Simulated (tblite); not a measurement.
Compound: C4H9FGeO.
Atom-mapped SMILES: `[CH3:1][CH2:2][Ge@@H:3]([F:4])[C:5]([CH3:6])=[O:7]` (hydrogens: H8, H9, H10 on C1; H11, H12 on C2; H13 on Ge3; H14, H15, H16 on C6)

Computed with GFN2-xTB (tblite), gas phase: L-BFGS steps from a force-field or distance-geometry start until the largest atomic force falls under 0.01 eV/Å.

The end geometry, which sets the zero of energy:
```
atom  x, y, z in Å
C1     -2.4961   -0.3003    0.6887
C2     -1.8062    0.2895   -0.5343
Ge3     0.0538   -0.3940   -0.8106
F4      0.4273   -0.0126   -2.5179
C5      1.5917    0.5818    0.1451
C6      2.9615    0.1442   -0.2454
O7      1.3373    1.4621    0.9178
H8     -1.9518   -0.0493    1.5968
H9     -2.5548   -1.3852    0.6142
H10    -3.5081    0.0920    0.7766
H11    -2.3727    0.0665   -1.4405
H12    -1.7430    1.3757   -0.4450
H13     0.2021   -1.9231   -0.9095
H14     3.7296    0.7296    0.2560
H15     3.0712   -0.9131   -0.0050
H16     3.0504    0.2454   -1.3270
```

**Question.** These geometries come from the run, each turned onto the end geometry. Order them by energy, lowest first.
A.
```
atom  x, y, z in Å
C1     -2.4946   -0.3103    0.6759
C2     -1.8148    0.3070   -0.5361
Ge3     0.0439   -0.3767   -0.8394
F4      0.4020    0.1282   -2.5145
C5      1.5862    0.5440    0.1551
C6      2.9635    0.1278   -0.2408
O7      1.3340    1.3805    0.9760
H8     -1.9126   -0.1132    1.5712
H9     -2.5792   -1.3921    0.5680
H10    -3.4915    0.1102    0.8064
H11    -2.3904    0.0922   -1.4392
H12    -1.7602    1.3963   -0.4255
H13     0.2127   -1.8995   -1.0055
H14     3.6901    0.9043   -0.0069
H15     3.2200   -0.7721    0.3183
H16     2.9832   -0.1176   -1.3029
```
B.
```
atom  x, y, z in Å
C1     -2.0135   -0.4235    0.7624
C2     -1.8149    0.2344   -0.5966
Ge3     0.0100   -0.0510   -1.3557
F4     -0.0244    0.8800   -2.8587
C5      1.5414    0.7586   -0.2470
C6      2.5912   -0.1676    0.2791
O7      1.5129    1.9372   -0.0313
H8     -1.2859   -0.0469    1.4797
H9     -1.8956   -1.5034    0.6951
H10    -3.0084   -0.2102    1.1492
H11    -2.5477   -0.1309   -1.3171
H12    -1.9488    1.3141   -0.5118
H13     0.3105   -1.4476   -1.9366
H14     3.5677    0.1788   -0.0551
H15     2.5787   -0.1273    1.3683
H16     2.4188   -1.1858   -0.0638
```
C.
```
atom  x, y, z in Å
C1     -2.4592   -0.3415    0.6861
C2     -1.8351    0.3403   -0.5232
Ge3     0.0245   -0.2943   -0.8977
F4      0.3819    0.3106   -2.5352
C5      1.5930    0.5407    0.1392
C6      2.9635    0.0452   -0.1900
O7      1.3543    1.4304    0.9070
H8     -1.9523   -0.0500    1.6045
H9     -2.3974   -1.4262    0.5853
H10    -3.5065   -0.0593    0.7762
H11    -2.4201    0.1173   -1.4176
H12    -1.8277    1.4255   -0.3954
H13     0.1656   -1.7958   -1.2133
H14     3.6399    0.8905   -0.3013
H15     3.3287   -0.5681    0.6334
H16     2.9392   -0.5561   -1.0979
```
D.
```
atom  x, y, z in Å
C1     -2.5177   -0.3172    0.6756
C2     -1.8190    0.3004   -0.5282
Ge3     0.0568   -0.3458   -0.7952
F4      0.4204    0.0648   -2.4972
C5      1.6184    0.5885    0.1621
C6      2.9709    0.1256   -0.2623
O7      1.4007    1.4467    0.9699
H8     -2.0053   -0.0348    1.5940
H9     -2.5297   -1.4038    0.6042
H10    -3.5506    0.0271    0.7308
H11    -2.3659    0.0809   -1.4473
H12    -1.7775    1.3850   -0.4180
H13     0.2289   -1.8702   -0.9182
H14     3.7533    0.7877    0.1036
H15     3.1194   -0.8779    0.1370
H16     2.9890    0.0520   -1.3507
```
E.
```
atom  x, y, z in Å
C1     -2.5058   -0.3125    0.6826
C2     -1.8126    0.2918   -0.5320
Ge3     0.0591   -0.3609   -0.7952
F4      0.4401    0.0423   -2.4965
C5      1.6086    0.5965    0.1602
C6      2.9628    0.1308   -0.2528
O7      1.3803    1.4787    0.9388
H8     -1.9720   -0.0647    1.5976
H9     -2.5570   -1.3972    0.6006
H10    -3.5215    0.0713    0.7642
H11    -2.3620    0.0522   -1.4452
H12    -1.7721    1.3794   -0.4452
H13     0.2112   -1.8866   -0.9188
H14     3.7503    0.7520    0.1698
H15     3.0780   -0.9029    0.0744
H16     3.0050    0.1389   -1.3425
```

**Answer.** E (0.002 eV), D (0.006 eV), A (0.019 eV), C (0.046 eV), B (0.110 eV).

In the order of the answer:

| step | E above end (eV) | largest force (eV/Å) | rms force component (eV/Å) | rms distance from end (Å) | rms bond change (Å) | bond most changed (Å) |
| --- | --- | --- | --- | --- | --- | --- |
| 149 | 0.002 | 0.06 | 0.015 | 0.051 | 0.001 | Ge3–H13 -0.001 |
| 141 | 0.006 | 0.08 | 0.021 | 0.090 | 0.001 | C1–H10 +0.001 |
| 133 | 0.019 | 0.17 | 0.046 | 0.166 | 0.002 | C2–H12 +0.005 |
| 110 | 0.046 | 0.09 | 0.032 | 0.351 | 0.002 | Ge3–F4 -0.007 |
| 42 | 0.110 | 0.05 | 0.018 | 0.925 | 0.006 | Ge3–F4 -0.020 |

The cost below is that of the whole relaxation. Hardware: one thread of an Intel Xeon at 2.50 GHz, shared host. Cost: 3.3 s.
